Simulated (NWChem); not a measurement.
System: CH$_{4}$F$_{3}$NSi; SMILES N[SiH2]C(F)(F)F

Input file for NWChem:

```
start job
memory heap 200 mb stack 900 mb global 1100 mb
geometry units angstroms noautosym nocenter noautoz
  N     -0.607206     2.230468    -0.075876
  Si     0.632114     1.044657    -0.136130
  C      0.004302    -0.775921     0.081611
  F     -0.875104    -1.122434    -0.875287
  F      1.014993    -1.659206     0.026256
  F     -0.613799    -0.957381     1.262321
  H     -1.041861     2.483274     0.803977
  H     -1.244748     2.355030    -0.853652
  H      1.286127     1.070891    -1.472845
  H      1.588382     1.261092     0.983615
end
basis spherical
  * library pcsseg-1
end
dft
  xc bhlyp
  iterations 150
end
property
  shielding 7 1 2 3 4 5 7 9
end
task dft property
```

NWChem printed, in part:

```
             Northwest Computational Chemistry Package (NWChem) 7.3.0
             --------------------------------------------------------

                             Geometry "geometry" -> ""
                             -------------------------

 Output coordinates in angstroms (scale by  1.889725989 to convert to a.u.)

  No.       Tag          Charge          X              Y              Z
 ---- ---------------- ---------- -------------- -------------- --------------
    1 N                    7.0000    -0.60720600     2.23046800    -0.07587600
    2 Si                  14.0000     0.63211400     1.04465700    -0.13613000
    3 C                    6.0000     0.00430200    -0.77592100     0.08161100
    4 F                    9.0000    -0.87510400    -1.12243400    -0.87528700
    5 F                    9.0000     1.01499300    -1.65920600     0.02625600
    6 F                    9.0000    -0.61379900    -0.95738100     1.26232100
    7 H                    1.0000    -1.04186100     2.48327400     0.80397700
    8 H                    1.0000    -1.24474800     2.35503000    -0.85365200
    9 H                    1.0000     1.28612700     1.07089100    -1.47284500
   10 H                    1.0000     1.58838200     1.26109200     0.98361500

 Effective nuclear repulsion energy (a.u.)     331.1295279068

                              NWChem Property Module
                              ----------------------

  itol2e modified to match energy
  convergence criterion.

                                 NWChem DFT Module
                                 -----------------

 Summary of "ao basis" -> "ao basis" (spherical)
 ------------------------------------------------------------------------------
       Tag                 Description            Shells   Functions and Types
 ---------------- ------------------------------  ------  ---------------------
 N                          pcsseg-1                 7       17   3s3p1d
 Si                         pcsseg-1                10       24   4s5p1d
 C                          pcsseg-1                 7       17   3s3p1d
 F                          pcsseg-1                 7       17   3s3p1d
 H                          pcsseg-1                 3        5   2s1p

  itol2e modified to match energy
  convergence criterion.

            General Information
            -------------------
          SCF calculation type: DFT
          Wavefunction type:  closed shell.
          No. of atoms     :    10
          No. of electrons :    58
           Alpha electrons :    29
            Beta electrons :    29
          Charge           :     0
          Spin multiplicity:     1
          Use of symmetry is: off; symmetry adaption is: off
          Maximum number of iterations: 150
          AO basis - number of functions:   129
                     number of shells:    57
          Convergence on energy requested:  1.00D-07
          Convergence on density requested:  1.00D-05
          Convergence on gradient requested:  5.00D-04

              XC Information
              --------------
                        BHLYP Method XC Functional
                     Hartree-Fock (Exact) Exchange  0.500
                        Slater Exchange Functional  0.500 local
                    Becke 1988 Exchange Functional  0.500 non-local
              Lee-Yang-Parr Correlation Functional  1.000

[...]

          -----------------------------------------
          Chemical Shielding Tensors (GIAO, in ppm)
          -----------------------------------------

                                NWChem CPHF Module
                                ------------------

  scftype          =     RHF
  nclosed          =       29
  nopen            =        0
  variables        =     2900
  # of vectors     =        3
  tolerance        = 0.10D-03
  level shift      = 0.00D+00
  max iterations   =       50
  max subspace     =       30

 SCF residual:    7.8263405839852507E-005

Iterative solution of linear equations
  No. of variables     2900
  No. of equations        3
  Maximum subspace       30
        Iterations       50
       Convergence  1.0D-04

   iter   nsub   residual    time
   ----  ------  --------  ---------
     1      3    7.48D-01      78.3
     2      6    4.14D-02      86.5
     3      9    4.15D-03      94.4
     4     12    5.65D-04     102.4
     5     15    5.37D-05     110.4

      Atom:    1  N
        Diamagnetic
    320.8579    -14.5601      1.2101
    -14.5601    316.9711      2.1402
      1.2101      2.1402    321.2560

        Paramagnetic
    -53.2466      4.9729      0.2465
      4.9729    -80.6686      1.9172
      0.2465      1.9172    -48.2271

        Total Shielding Tensor
    267.6112     -9.5872      1.4566
     -9.5872    236.3025      4.0575
      1.4566      4.0575    273.0288

           isotropic =     258.9809
          anisotropy =      21.8093

          Principal Components and Axis System
                 1           2           3
              273.5204    270.2858    233.1364

      1         0.1184      0.9554      0.2706
      2         0.0774     -0.2806      0.9567
      3         0.9899     -0.0923     -0.1072

      Atom:    2  Si
        Diamagnetic
    877.2295     -0.5005     -0.3950
     -0.5005    883.8717     -0.7251
     -0.3950     -0.7251    873.8037

        Paramagnetic
   -449.5541    -23.5988     -3.7371
    -23.5988   -483.0462      1.9808
     -3.7371      1.9808   -494.7345

        Total Shielding Tensor
    427.6754    -24.0993     -4.1321
    -24.0993    400.8255      1.2557
     -4.1321      1.2557    379.0692

           isotropic =     402.5234
          anisotropy =      59.3898

          Principal Components and Axis System
                 1           2           3
              442.1166    386.7911    378.6625

      1         0.8609      0.4945      0.1201
      2        -0.5045      0.8602      0.0745
      3        -0.0665     -0.1247      0.9900

      Atom:    3  C
        Diamagnetic
    245.2249     -3.7480      0.3883
     -3.7480    239.2364      0.9825
      0.3883      0.9825    245.9179

        Paramagnetic
   -194.6771      7.7459     -0.4631
      7.7459   -177.3849     -2.1952
     -0.4631     -2.1952   -193.3404

        Total Shielding Tensor
     50.5478      3.9979     -0.0748
      3.9979     61.8515     -1.2127
     -0.0748     -1.2127     52.5775

           isotropic =      54.9923
          anisotropy =      12.3906

          Principal Components and Axis System
                 1           2           3
               63.2527     52.4745     49.2496

      1         0.2989      0.1205      0.9466
      2         0.9479      0.0766     -0.3091
      3        -0.1098      0.9897     -0.0914

      Atom:    4  F
        Diamagnetic
    475.9174      3.3722     11.8068
      3.3722    468.9536      3.4973
     11.8068      3.4973    479.1703

        Paramagnetic
   -159.7206     15.8766     10.1617
     15.8766   -259.9979     64.6645
     10.1617     64.6645   -183.4424

        Total Shielding Tensor
    316.1967     19.2488     21.9684
     19.2488    208.9557     68.1618
     21.9684     68.1618    295.7279

           isotropic =     273.6268
          anisotropy =     121.3068

          Principal Components and Axis System
                 1           2           3
              354.4980    295.1230    171.2594

      1         0.5993      0.7993     -0.0450
      2         0.4032     -0.2528      0.8795
      3         0.6916     -0.5452     -0.4737

      Atom:    5  F
        Diamagnetic
    481.7860    -11.5824     -1.0950
    -11.5824    476.4194      0.5733
     -1.0950      0.5733    465.6054

        Paramagnetic
   -228.2285    -74.3365     13.8332
    -74.3365   -200.0572     12.0196
     13.8332     12.0196   -164.7094

        Total Shielding Tensor
    253.5575    -85.9189     12.7382
    -85.9189    276.3623     12.5929
     12.7382     12.5929    300.8960

           isotropic =     276.9386
          anisotropy =     112.0758

          Principal Components and Axis System
                 1           2           3
              351.6558    303.4265    175.7335

      1        -0.6571      0.1210      0.7441
      2         0.7535      0.0765      0.6530
      3         0.0220      0.9897     -0.1414

      Atom:    6  H
        Diamagnetic
     27.7686     -5.6061     -7.2617
     -5.6061     27.2426      5.5080
     -7.2617      5.5080     36.9001

        Paramagnetic
     -0.0144      1.6010      1.1430
      1.6010      0.1797     -1.0513
      1.1430     -1.0513     -0.1751

        Total Shielding Tensor
     27.7542     -4.0051     -6.1187
     -4.0051     27.4223      4.4567
     -6.1187      4.4567     36.7249

           isotropic =      30.6338
          anisotropy =      17.2365

          Principal Components and Axis System
                 1           2           3
               42.1248     26.3588     23.4179

      1        -0.4493     -0.4366      0.7795
      2         0.3690      0.7039      0.6069
      3         0.8136     -0.5603      0.1551

      Atom:    7  H
        Diamagnetic
     26.5482      0.7666     -6.6572
      0.7666     25.1475     -1.4435
     -6.6572     -1.4435     32.9207

        Paramagnetic
      0.2283     -0.8700      2.6633
     -0.8700      0.8786      0.9667
      2.6633      0.9667     -4.2264

[...]
```

Level: BHandHLYP/pcSseg-1, GIAO. The geometry was optimised at PBE0/def2-SVP. The output numbers the shielded atoms by their place in the input's list. The printed shielding anisotropy is the first printed principal value minus the mean of the other two.
